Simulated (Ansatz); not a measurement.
nitrogen trifluoride (F3N), singlet, geometry from GFN2-xTB, atoms displaced at random by about 0.08 Å a coordinate; HF/6-31G, gradient in Ansatz (a first-principles code).

The Ansatz input:
Ansatz 0.2 input:
```yaml
crystal:
  periodic: [false, false, false]
  atoms:
    - {symbol: F, position_ang: [1.07813154, -0.19995670, -0.02261617]}
    - {symbol: N, position_ang: [-0.01351672, -0.03941523, 0.58190780]}
    - {symbol: F, position_ang: [-0.40660669, 1.14416451, -0.12678489]}
    - {symbol: F, position_ang: [-0.79055728, -0.90412377, -0.26111192]}
basis:
  gaussian:
    orbitals: 6-31G
hamiltonian:
  xc: hf
output: {forces: true}
```

It wrote (shortened):

```
Functional definition: HF
370 factors; integrals over basis functions are off by at most 1.0e-4 eV
mean field evaluation 1: about -9583.0588 eV, gradient 4.7e1 eV
mean field evaluation 2: about -9583.4508 eV, gradient 4.7e1 eV
mean field evaluation 4: about -9588.8707 eV, gradient 3.9e0 eV
mean field evaluation 8: about -9588.9798 eV, gradient 4.7e-1 eV
mean field -9588.98092947 eV, -352.3885495134 hartree, gradient 8.2e-5 eV, S^2 0.000000; 0 other end points of the search recorded, 0 dependent functions left out
the calculation of the forces begins
reference -9588.98092947 eV, -352.3885495134 hartree; 17, 17 occupied and 19, 19 virtual orbitals, 370 factors
Total energy: -9588.98092947 eV, -352.3885495134 hartree
Atom 0 at     1.078132    -0.199957    -0.022616 Å, force     7.040482    -1.278677    -1.139158 eV/Å
Atom 1 at    -0.013517    -0.039415     0.581908 Å, force    -5.711338     1.206094    -2.255773 eV/Å
Atom 2 at    -0.406607     1.144165    -0.126785 Å, force    -0.579073     0.742776     1.740146 eV/Å
Atom 3 at    -0.790557    -0.904124    -0.261112 Å, force    -0.750071    -0.670193     1.654785 eV/Å
Dipole moment:     0.130975    -0.037280     0.200042 e Å
```
